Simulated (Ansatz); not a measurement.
Cost and result for the atomization energy of ClFH4O2Si2 (`O[Si](O)(F)[SiH2]Cl`) (10 atoms, 9 bonds).

```xyz
10

O    -1.0838    0.1649   -1.7312
Si   -0.3848    0.5747   -0.3255
O    -1.5600    0.7672    0.7899
F     0.4028    1.9585   -0.4582
Si    1.1677   -1.0717    0.2474
Cl    1.7638   -0.6322    2.1800
H    -1.9144    0.5771   -1.9782
H    -1.3286    1.1578    1.6346
H     0.5639   -2.4263    0.2572
H     2.3735   -1.0700   -0.6160
```

The species carries charge 0 and has multiplicity 1. The geometry is a stationary point of PBE0-D4/def2-TZVP. It is one conformer, not always the lowest. Program: Ansatz. All runs use 4 threads of an Arm Neoverse V2 on a shared host. Times are those of one run each, without the atoms' runs, and a repeat can differ threefold. Electronic energies, without spin–orbit coupling; frozen cores. CCSD(T)/CBS adds CCSD(T) − MP2 in def2-TZVPP to the MP2 limit, and its time is that of the two runs behind it. T1 = 0.012. B3LYP takes the VWN-RPA correlation (the form of Gaussian; ORCA's B3LYP/G).

CCSD(T)/CBS is a level of theory with its own doubt, some kJ/mol a heavy atom from the limit and from the frozen cores, so smaller differences don't rank the functionals.

```
                             level  functions  wall time  atomization (kJ/mol)  difference from CCSD(T)/CBS  per bond
              revPBE-D4/def2-TZVPP        275      2.4 s                3664.9                       -100.6     -11.2
   PBE-D4/def2-TZVPP (with forces)        275      2.8 s                3767.7                          2.2       0.3
               BHLYP-D4/def2-TZVPP        275      4.2 s                3594.8                       -170.7     -19.0
           CAM-B3LYP-D4/def2-TZVPP        275      4.6 s                3741.6                        -23.9      -2.7
r2SCAN-D4/def2-TZVPP (with forces)        275        6 s                3748.7                        -16.8      -1.9
 B3LYP-D4/def2-TZVPP (with forces)        275        6 s                3706.3                        -59.2      -6.6
             r2SCANh-D4/def2-TZVPP        275        7 s                3716.0                        -49.5      -5.5
               PBE-QIDH/def2-TZVPP        275        7 s                3690.9                        -74.6      -8.3
                  CCSD(T)/def2-SVP        116      7.5 s                3394.0                       -371.5     -41.3
  ωB97M-V/def2-TZVPP (with forces)        275       14 s                3749.3                        -16.2      -1.8
                    MP2/def2-QZVPP        501       24 s                3825.7                         60.2       6.7
                CCSD(T)/def2-TZVPP        275    4.9 min                3636.7                       -128.8     -14.3
                 CCSD(T)/CBS(def2)          –    5.3 min                3765.5                          0.0       0.0
```

From BLYP to BHLYP (50 % exact exchange), in def2-TZVPP and without D4, the atomization energy moves by −91.0 kJ/mol: exact exchange takes away binding that semilocal exchange gives to molecules. The D4 term adds +43.9 kJ/mol with B3LYP and +23.2 kJ/mol with PBE0; it sums over pairs of atoms, weighted by their polarisabilities, and B3LYP, whose exchange is more repulsive, gets the larger term. At CCSD(T), def2-SVP lies −371.4 kJ/mol from the extrapolated value and def2-TZVPP −128.8 kJ/mol: correlation converges slowly with the basis, and small sets miss more of it in the bonded molecule than in its fragments.
